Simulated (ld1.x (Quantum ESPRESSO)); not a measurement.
**Before and after: ultrasoft potential for Ar (Z = 18)**

```
Element                 : Ar (Z = 18)
Generator               : ld1.x (Quantum ESPRESSO) 7.5
Type                    : ultrasoft
Functional              : PBE
Relativity              : scalar-relativistic
Frozen core             : [Ne]
Valence charge          : 8
Reference configuration : 3s2 3p6
Partial waves           : 3s (bound): rcut 0.85, rcutus 1.05 bohr; 3s channel at 3 Ry: rcut 0.85, rcutus 1.05 bohr; 3p (bound): rcut 0.90, rcutus 1.20 bohr; 3p channel at 2.95 Ry: rcut 0.90, rcutus 1.20 bohr; 3d channel at 0.05 Ry: rcut 1.05, rcutus 1.20 bohr; 3d channel at 2.35 Ry: rcut 1.05, rcutus 1.20 bohr
Local potential         : all-electron potential smoothed inside 1.00 bohr (lloc = -1)
Core correction         : none
Augmentation charge     : built from norm-conserving waves at rcut, not smoothed further
```

Change: waves 3s (bound): rcut 0.85, rcutus 1.60 bohr; 3s channel at 3 Ry: rcut 0.85, rcutus 1.60 bohr.

Cutoffs: the cutoffs (Ry, on a coarse ladder) from which the occupation-weighted sum of valence levels, in a spherical-Bessel basis at the reference potential, stays within 10 and 1 mRy of its value at 400 Ry; they do not see the model core or the augmentation charge, which bear on the density cutoff. Errors are all-electron minus pseudo energies relative to the spin-unpolarised reference configuration.

What does the change do?

The potential gets softer (35 Ry and 70 Ry → 25 Ry and 60 Ry); the errors of the 6 common tests hardly move; neither file shows a bound ghost. A larger radius leaves more room for a smooth pseudo-wave, so fewer plane waves are needed.

```tsv
quantity	base	changed
cutoff, loose	35 Ry	25 Ry
cutoff, tight	70 Ry	60 Ry
loose cutoff by channel (10 mRy a level)	s 30 Ry, p 18 Ry	s 10 Ry, p 18 Ry
bound ghosts	none	none
error for 3s2 3p5, meV [ΔE 16.06 eV]	-0.6	-0.7
error for 3s2 3p4, meV [ΔE 44.72 eV]	+4.8	+4.4
error for 3s2 3p3, meV [ΔE 87.30 eV]	+30	+28
error for 3s1 3p6, meV [ΔE 30.67 eV]	+14	+15
error for 3s2 3p2, meV [ΔE 144.94 eV]	+101	+95
error for 3s2 3p5.5, meV [ΔE 6.55 eV]	-0.6	-0.6
lowest overlap eigenvalue by channel	s 0.49, p 0.62, d 0.95	s 0.38, p 0.62, d 0.95
```
